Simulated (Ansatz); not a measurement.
A run of Ansatz (development build ahead of 0.2.0) on doublet NiF at this shape:

```xyz
2

Ni    0.0000    0.0000    0.0000
F     0.0000    0.0000    1.7400
```

Its results:

```yaml
Converged: yes
Total_energy: -1608.17207 hartree
Spin_squared_of_the_determinant: 0.976
Stability_test: minimum
```

Task: Which input gives this output? Name the method, the orbitals and the basis set, and write the input.

Result: r²SCAN (unrestricted) in pcseg-2.

```yaml
crystal:
  periodic: [false, false, false]
  atoms:
    - { symbol: Ni, position_ang: [0.0, 0.0, 0.0] }
    - { symbol: F, position_ang: [0.0, 0.0, 1.74] }
basis:
  gaussian: { orbitals: pcseg-2 }
magnetization:
  spin_polarized: true
  initial_magnetization: 1
hamiltonian:
  xc: r2scan
```

Caution: the unrestricted determinant is spin contaminated.
